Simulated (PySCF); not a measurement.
# How methods differ on the ionisation energy of Co¹¹⁺

Co¹¹⁺ [Ne] 3s2 3p4 (3P) → Co¹²⁺ [Ne] 3s2 3p3 (4S), as a difference of total energies. All numbers are calculated (PySCF 2.14, scalar relativity by spin-free X2C-1e, in an even-tempered Gaussian basis (19 s from 0.49 bohr⁻², ratio 2.5; 12 p from 0.64 bohr⁻², ratio 2.5; 5 d from 5 bohr⁻², ratio 2.7; 4 f from 7.4 bohr⁻², ratio 2.7)). Correlated levels: outer shells: 1s2 frozen; virtual orbitals above 40 to 60 times the deepest correlated orbital energy dropped. The calculations carry no spin-orbit coupling.

| method | ionisation energy (eV) |
| --- | --- |
| UHF | 334.01 |
| LDA | 336.07 |
| PBE | 336.01 |
| PBE0 | 335.94 |
| r2SCAN | 335.89 |
| PBEsol | 335.76 |
| MN15 | 338.17 |
| MP2 (outer shells) | 334.94 |
| SCS-MP2 (outer shells) | 334.99 |

**Question.** How much does correlation contribute at MP2 (outer shells)?

**Answer.** 334.94 − (334.01) = 0.93 eV, measured against UHF.

A first-order spin-orbit estimate (lowest level to lowest level, LS coupling) adds 0.807 eV.

For comparison: 336.1 ± 0.4 eV (semi-empirical (NIST evaluation); NIST Atomic Spectra Database, ionization energies).
